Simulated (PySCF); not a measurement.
Species: C₂H₁₂BN₃Si₂.
Numbering: `[SiH3:1][N:2]([SiH3:3])[B:4]1[NH:5][CH2:6][CH2:7][NH:8]1` (hydrogens: H9, H10, H11 on Si1; H12, H13, H14 on Si3; H15 on N5; H16, H17 on C6; H18, H19 on C7; H20 on N8)

Geometry (PBE0-D3(BJ)/def2-SVP, Å), atoms numbered from 1 in this order:
```
atom  x, y, z in Å
Si1   -1.9522    1.7534   -0.2698
N2    -1.3015    0.1321   -0.1836
Si3   -2.2714   -1.3153   -0.0277
B4     0.1426   -0.0189   -0.2134
N5     1.0816    0.9666   -0.6484
C6     2.4020    0.3686   -0.7118
C7     2.2924   -0.8481    0.2184
N8     0.8793   -1.1768    0.1898
H9    -1.4061    2.4843   -1.4575
H10   -1.6229    2.5587    0.9456
H11   -3.4361    1.6690   -0.4051
H12   -2.1730   -2.1916   -1.2342
H13   -1.8350   -2.1236    1.1554
H14   -3.6969   -0.9198    0.1697
H15    0.8773    1.7223   -1.2874
H16    3.2031    1.0537   -0.3866
H17    2.6496    0.0402   -1.7404
H18    2.6246   -0.5744    1.2394
H19    2.9366   -1.6760   -0.1224
H20    0.5482   -1.8669    0.8500
```

Computed with PySCF at PBE0/def2-SVPD, non-relativistic, on one gas-phase PBE0-D3(BJ)/def2-SVP geometry that isn't relaxed in the solvent. The solvent is an IEF-PCM continuum (Bondi radii, 1.10 Å for H, scaled by 1.2), and excitations are vertical TDDFT with non-equilibrium linear response and a frozen core. Specific hydrogen bonds and non-electrostatic terms are outside this model.

Gas-phase singlets (H = HOMO, L = LUMO):

```tsv
state	E (eV)	λ (nm)	f	leading configuration
S1	5.473	227	0.000	H→L 94%
S2	5.967	208	0.006	H→L+1 87%
S3	5.976	207	0.001	H-1→L 93%
S4	6.370	195	0.005	H→L+2 64%
S5	6.457	192	0.020	H→L+2 32%
```

Task: How does the list change in acetone (ε = 20.49)?

Result: 
```tsv
state	E (eV)	λ (nm)	f	leading configuration	change by rank (eV)
S1	5.434	228	0.000	H→L 95%	-0.039
S2	5.962	208	0.008	H→L+1 69%	-0.005
S3	5.965	208	0.003	H-1→L 74%	-0.011
S4	6.325	196	0.018	H→L+2 96%	-0.045
S5	6.463	192	0.001	H→L+3 87%	+0.006
```

Task: The ground-state energy changes by -0.131 eV from gas to acetone. By how much does the total energy of gas-phase S1 change?

Result: E(S1) = E(S0) + excitation energy, so it changes by -0.131 − 0.039 = -0.170 eV: it is lowered more than the ground state, which is what a red shift means. This is the vertical state, with the slow part of the continuum still set for S0.

Task: How do the frontier levels move from gas to acetone?

Result: 
```csv
orbital,gas (eV),solvent (eV),change (eV),"Löwdin shares, gas","Löwdin shares, solvent"
LUMO+2,0.83,0.84,+0.01,"Si3 24 %, Si1 24 %, N2 9 %, H14 8 %","Si3 24 %, Si1 24 %, N2 9 %, H14 8 %"
LUMO+1,0.49,0.54,+0.05,"Si1 17 %, Si3 17 %, N2 8 %, H9 7 %","Si1 20 %, Si3 19 %, N2 8 %, H9 7 %"
LUMO,0.09,0.12,+0.03,"B4 20 %, Si3 17 %, Si1 17 %, H13 5 %","B4 20 %, Si3 18 %, Si1 18 %, H12 5 %"
HOMO,-6.44,-6.35,+0.09,"N5 32 %, N8 32 %, C6 6 %, C7 6 %","N5 31 %, N8 31 %, C6 7 %, C7 7 %"
HOMO-1,-7.11,-7.08,+0.03,"N2 37 %, N8 12 %, N5 12 %, Si1 6 %","N2 36 %, N8 12 %, N5 12 %, Si1 6 %"
HOMO-2,-8.65,-8.61,+0.04,"N5 14 %, N8 14 %, B4 12 %, N2 9 %","N5 14 %, N8 14 %, B4 12 %, N2 10 %"
HOMO-3,-9.22,-9.21,+0.01,"Si1 21 %, Si3 21 %, H11 13 %, H14 13 %","Si1 21 %, Si3 21 %, H11 14 %, H14 13 %"
```

The HOMO–LUMO gap goes from 6.53 to 6.48 eV.

On Arm Neoverse N1, one thread, on a shared host, this took 1.8 min and 1.2 GiB of memory at its peak. This is the whole response run at PBE0/def2-SVPD in acetone, SCF included.
